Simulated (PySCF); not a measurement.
Simulation results for ClGe₂H₄N, ClGeH, C₂H₈Ge₂, CH₈Ge₂Si and others

Computed with PySCF 2.14.0. Calculation on a computer-drawn molecule: the log of a Hartree-Fock and frozen-core CCSD(T) single point meant for a local Hartree-Fock minimum, with one planted fault or none, to be diagnosed. Offsets are logged minus clean, where the clean run is the same molecule without the fault. The reference is restricted for singlets and unrestricted otherwise, and also for a bond in bohr or an excited solution. Adding or removing an electron swaps singlet and doublet. The excited solution moves the top pair (singlet) or top alpha electron (doublet) to the lowest empty orbital. Highest occupied and lowest empty are orbital energies over both spins, largest force is the largest gradient component, triples share is (T) over the correlation energy, the T1 limit is 0.02 restricted and 0.045 unrestricted, electrons count all cores, a negative frequency is imaginary (commonest isotopes), and the dipole is about the centre of nuclear charge; on germanium a core potential holds 10 electrons, which the energies leave out, and 3d is frozen in MP2 and coupled-cluster steps.

Common to all runs: meant charge 0; meant multiplicity 1; meant basis and core potential on germanium cc-pVDZ-PP ECP10MDF; logged SCF converged yes; logged spin squared 0; possible faults no fault, one electron removed, one electron added, multiplicity raised by two, geometry at a saddle point, SCF held on an excited solution, minimal basis STO-3G, one bond length entered in bohr, all coordinates scaled.

(1) 
```xyz
8
formula=ClGe2H4N meant_basis=cc-pV(D+d)Z logged_electrons=92 logged_basis_functions=103 logged_highest_occupied=-9.2364 logged_lowest_empty=0.97962 logged_largest_force=1.76e-05 logged_lowest_frequency=32.058 logged_T1_diagnostic=0.015575 logged_D1_diagnostic=0.058365 logged_triples_share=0.028228 logged_CC_converged=yes logged_dipole_magnitude=2.5417 logged_SCF_stable_within_its_kind=yes logged_energy_HF=-1103.08913 logged_energy_CCSD(T)=-1103.63616 planted_fault=no_fault HF_energy_offset_from_clean_run=0 CCSD(T)_energy_offset_from_clean_run=0
Cl     0.0446     0.8625    -1.2210
Ge     0.5322     2.7548    -0.2422
N      1.9806     2.5304     0.8473
Ge     2.1212     2.1312     2.6394
H     -0.6810     3.1348     0.5841
H      0.8548     3.7161    -1.3786
H      2.8590     2.5309     0.3547
H      0.5569     2.1972     2.9100
```

Units: logged_highest_occupied, logged_lowest_empty in eV; logged_largest_force in hartree/bohr; logged_lowest_frequency in cm⁻¹; logged_dipole_magnitude in debye; logged_energy_HF, logged_energy_CCSD(T) in hartree; HF_energy_offset_from_clean_run, CCSD(T)_energy_offset_from_clean_run in kcal/mol.

Drawn bonds:
| atom | other atom | order |
| --- | --- | --- |
| 1 | 2 | 1 |
| 2 | 3 | 1 |
| 3 | 4 | 1 |
| 2 | 5 | 1 |
| 2 | 6 | 1 |
| 3 | 7 | 1 |
| 4 | 8 | 1 |

(2) 
```xyz
3
formula=ClGeH meant_basis=cc-pV(D+d)Z logged_electrons=50 logged_basis_functions=51 logged_highest_occupied=-9.2289 logged_lowest_empty=0.44372 logged_largest_force=0.078142 logged_T1_diagnostic=0.012846 logged_D1_diagnostic=0.03374 logged_triples_share=0.023589 logged_CC_converged=yes logged_dipole_magnitude=1.2967 logged_SCF_stable_within_its_kind=yes logged_energy_HF=-753.46534 logged_energy_CCSD(T)=-753.71368 planted_fault=all_coordinates_scaled,by_-8.6_% HF_energy_offset_from_clean_run=11.67 CCSD(T)_energy_offset_from_clean_run=12.57
Cl    -2.1244    -1.4172    -3.8731
Ge    -0.1304    -1.7392    -3.9410
H      0.2154    -0.3402    -3.8089
```

Units: logged_highest_occupied, logged_lowest_empty in eV; logged_largest_force in hartree/bohr; logged_dipole_magnitude in debye; logged_energy_HF, logged_energy_CCSD(T) in hartree; HF_energy_offset_from_clean_run, CCSD(T)_energy_offset_from_clean_run in kcal/mol.

Drawn bonds:
| atom | other atom | order |
| --- | --- | --- |
| 1 | 2 | 1 |
| 2 | 3 | 1 |

(3) 
```xyz
12
formula=C2H8Ge2 meant_basis=cc-pVDZ logged_electrons=84 logged_basis_functions=114 logged_highest_occupied=-3.3064 logged_lowest_empty=-2.0996 logged_largest_force=0.19859 logged_dipole_magnitude=4.2497 logged_SCF_stable_within_its_kind=no logged_energy_HF=-666.75022 planted_fault=SCF_held_on_an_excited_solution HF_energy_offset_from_clean_run=198.6
Ge     2.0053    -0.3355     1.6462
C      1.7623     0.3826     0.0473
C      0.4670     0.5915    -0.6832
Ge     0.2997    -0.5802    -2.2725
H      3.3914    -0.5152     2.2338
H      0.8577    -0.8292     2.5099
H      2.6599     0.6977    -0.4769
H     -0.3977     0.3996    -0.0441
H      0.3823     1.6248    -1.0346
H     -0.9520    -0.2052    -3.0826
H      1.5331    -0.4212    -3.1715
H      0.1896    -2.0439    -1.8300
```

Units: logged_highest_occupied, logged_lowest_empty in eV; logged_largest_force in hartree/bohr; logged_dipole_magnitude in debye; logged_energy_HF in hartree; HF_energy_offset_from_clean_run in kcal/mol.

Drawn bonds:
| atom | other atom | order |
| --- | --- | --- |
| 1 | 2 | 2 |
| 2 | 3 | 1 |
| 3 | 4 | 1 |
| 1 | 5 | 1 |
| 1 | 6 | 1 |
| 2 | 7 | 1 |
| 3 | 8 | 1 |
| 3 | 9 | 1 |
| 4 | 10 | 1 |
| 4 | 11 | 1 |
| 4 | 12 | 1 |

Notes: coupled-cluster numbers left out as unreliable.

(4) 
```xyz
12
formula=CH8Ge2Si meant_basis=cc-pV(D+d)Z logged_electrons=92 logged_basis_functions=123 logged_highest_occupied=-8.8101 logged_lowest_empty=1.9165 logged_largest_force=0.072486 logged_T1_diagnostic=0.01245 logged_D1_diagnostic=0.036912 logged_triples_share=0.0292 logged_CC_converged=yes logged_dipole_magnitude=2.5198 logged_SCF_stable_within_its_kind=yes logged_energy_HF=-918.0549 logged_energy_CCSD(T)=-918.56514 planted_fault=all_coordinates_scaled,by_-8.5_% HF_energy_offset_from_clean_run=62.33 CCSD(T)_energy_offset_from_clean_run=69.7
Ge     0.3274     2.0245     0.3792
C     -0.8706     0.9375     0.3767
Si    -0.8416    -0.5512    -0.4342
Ge    -2.4052    -0.6656    -1.9845
H      1.5329     1.8231    -0.2827
H      0.2491     3.2481     1.0375
H     -1.6883     1.1905     0.8834
H      0.3691    -0.7151    -1.0290
H     -1.0357    -1.5925     0.4184
H     -2.1823     0.2884    -2.9924
H     -2.4448    -1.9334    -2.5915
H     -3.6753    -0.4162    -1.4346
```

Units: logged_highest_occupied, logged_lowest_empty in eV; logged_largest_force in hartree/bohr; logged_dipole_magnitude in debye; logged_energy_HF, logged_energy_CCSD(T) in hartree; HF_energy_offset_from_clean_run, CCSD(T)_energy_offset_from_clean_run in kcal/mol.

Drawn bonds:
| atom | other atom | order |
| --- | --- | --- |
| 1 | 2 | 2 |
| 2 | 3 | 1 |
| 3 | 4 | 1 |
| 1 | 5 | 1 |
| 1 | 6 | 1 |
| 2 | 7 | 1 |
| 3 | 8 | 1 |
| 3 | 9 | 1 |
| 4 | 10 | 1 |
| 4 | 11 | 1 |
| 4 | 12 | 1 |

(5) 
```xyz
13
formula=BGe2H9Si meant_basis=cc-pV(D+d)Z logged_electrons=92 logged_basis_functions=128 logged_highest_occupied=-10.131 logged_lowest_empty=0.73317 logged_largest_force=3.967e-06 logged_lowest_frequency=25.65 logged_T1_diagnostic=0.014194 logged_D1_diagnostic=0.046633 logged_triples_share=0.02669 logged_CC_converged=yes logged_dipole_magnitude=0.55678 logged_SCF_stable_within_its_kind=yes logged_energy_HF=-905.56942 logged_energy_CCSD(T)=-906.04756 planted_fault=no_fault HF_energy_offset_from_clean_run=0 CCSD(T)_energy_offset_from_clean_run=0
Ge    -1.2885    -2.4442    -1.1120
B     -0.8358    -0.4117    -1.3012
Si    -1.2218     0.9944     0.1117
Ge     0.7458     1.1838     1.5064
H     -1.6516    -2.8548     0.3216
H     -2.5019    -2.7455    -2.0077
H     -0.1256    -3.3297    -1.5815
H     -0.2794    -0.0744    -2.3103
H     -1.4975     2.3319    -0.4720
H     -2.3631     0.6250     0.9867
H      0.5072     2.2079     2.6215
H      1.9553     1.6373     0.6792
H      1.0881    -0.1654     2.1517
```

Units: logged_highest_occupied, logged_lowest_empty in eV; logged_largest_force in hartree/bohr; logged_lowest_frequency in cm⁻¹; logged_dipole_magnitude in debye; logged_energy_HF, logged_energy_CCSD(T) in hartree; HF_energy_offset_from_clean_run, CCSD(T)_energy_offset_from_clean_run in kcal/mol.

Drawn bonds:
| atom | other atom | order |
| --- | --- | --- |
| 1 | 2 | 1 |
| 2 | 3 | 1 |
| 3 | 4 | 1 |
| 1 | 5 | 1 |
| 1 | 6 | 1 |
| 1 | 7 | 1 |
| 2 | 8 | 1 |
| 3 | 9 | 1 |
| 3 | 10 | 1 |
| 4 | 11 | 1 |
| 4 | 12 | 1 |
| 4 | 13 | 1 |

(6) 
```xyz
12
formula=CH8Ge2Si meant_basis=cc-pV(D+d)Z logged_electrons=92 logged_basis_functions=123 logged_highest_occupied=-8.9256 logged_lowest_empty=1.8279 logged_largest_force=0.046684 logged_T1_diagnostic=0.013216 logged_D1_diagnostic=0.042979 logged_triples_share=0.030911 logged_CC_converged=yes logged_dipole_magnitude=1.5662 logged_SCF_stable_within_its_kind=yes logged_energy_HF=-918.10989 logged_energy_CCSD(T)=-918.62371 planted_fault=all_coordinates_scaled,by_-5.6_% HF_energy_offset_from_clean_run=25.16 CCSD(T)_energy_offset_from_clean_run=30.52
Ge    -1.4825    -0.6246    -1.3486
C     -0.7285     0.6181    -0.2404
Si     0.5458     0.4150     0.7148
Ge     1.7356    -1.5041     0.9208
H     -0.7512    -1.8728    -1.2504
H     -1.4524    -0.1823    -2.7287
H     -2.8653    -0.8736    -0.9924
H     -1.1774     1.5422    -0.2386
H      1.0019     1.4710     1.5057
H      2.3138    -1.8826    -0.3462
H      2.7980    -1.2751     1.8753
H      0.8946    -2.5748     1.3996
```

Units: logged_highest_occupied, logged_lowest_empty in eV; logged_largest_force in hartree/bohr; logged_dipole_magnitude in debye; logged_energy_HF, logged_energy_CCSD(T) in hartree; HF_energy_offset_from_clean_run, CCSD(T)_energy_offset_from_clean_run in kcal/mol.

Drawn bonds:
| atom | other atom | order |
| --- | --- | --- |
| 1 | 2 | 1 |
| 2 | 3 | 2 |
| 3 | 4 | 1 |
| 1 | 5 | 1 |
| 1 | 6 | 1 |
| 1 | 7 | 1 |
| 2 | 8 | 1 |
| 3 | 9 | 1 |
| 4 | 10 | 1 |
| 4 | 11 | 1 |
| 4 | 12 | 1 |
